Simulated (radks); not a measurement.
The numbers below are computed, except where a source is named.
Charge is removed step by step from the 5p (averaged over the sub-levels emptied) level of Tm2+, starting from [Xe] 4f13. Code: a radial shooting solver on a logarithmic mesh with Libxc functionals. Model: Dirac Kohn-Sham, BLYP, spin-unpolarised, spherical densities, finite nucleus; open shells are shared between the two j in proportion to 2j + 1; Fermi nuclear charge, rms radius 5.2256 fm.

removed (e)  E - E(0) (eV)  eigenvalue (eV)  E minus straight line (eV)
0                    0.000          -41.594                       0.000
0.1                  4.226          -42.926                      -0.614
0.2                  8.585          -44.268                      -1.094
0.3                 13.080          -45.621                      -1.439
0.4                 17.710          -46.984                      -1.648
0.5                 22.477          -48.357                      -1.721
0.6                 27.382          -49.738                      -1.656
0.7                 32.425          -51.129                      -1.452
0.8                 37.608          -52.529                      -1.109
0.9                 42.931          -53.937                      -0.625
1                   48.395          -55.353                       0.000

Removing the whole electron costs 48.395 eV by Delta-SCF, against 41.594 eV from minus the eigenvalue at the starting occupation. Slater's transition state (half an electron removed) gives 48.357 eV. Integrating minus the eigenvalue over the occupation (Janak's theorem) gives 48.395 eV. The mean slope of the eigenvalue, de/dn, is 13.8 eV per electron.
